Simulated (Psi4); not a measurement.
A dimer, CH4 ··· CF4 (SMILES C and FC(F)(F)F); the first 5 atoms form monomer A.

```
10

C      0.0000     0.0000     0.0000
H     -0.0390     0.1355     1.0800
H     -0.6809    -0.7989    -0.2905
H     -0.2948     0.9254    -0.4929
H      1.0147    -0.2620    -0.2966
F     -1.0494    -1.6147     5.1735
C     -0.1834    -0.8560     4.5159
F     -0.0964    -1.2713     3.2597
F     -0.5950     0.4045     4.5371
F      1.0072    -0.9423     5.0934
```

Question: What interaction energy does SAPT0/jun-cc-pVDZ, frozen core (Psi4) give, and which attractive term is the largest?

Answer: Total 0.10 kcal/mol: electrostatics -0.24, exchange 0.80, induction -0.04, dispersion -0.42. The most attractive term is dispersion.
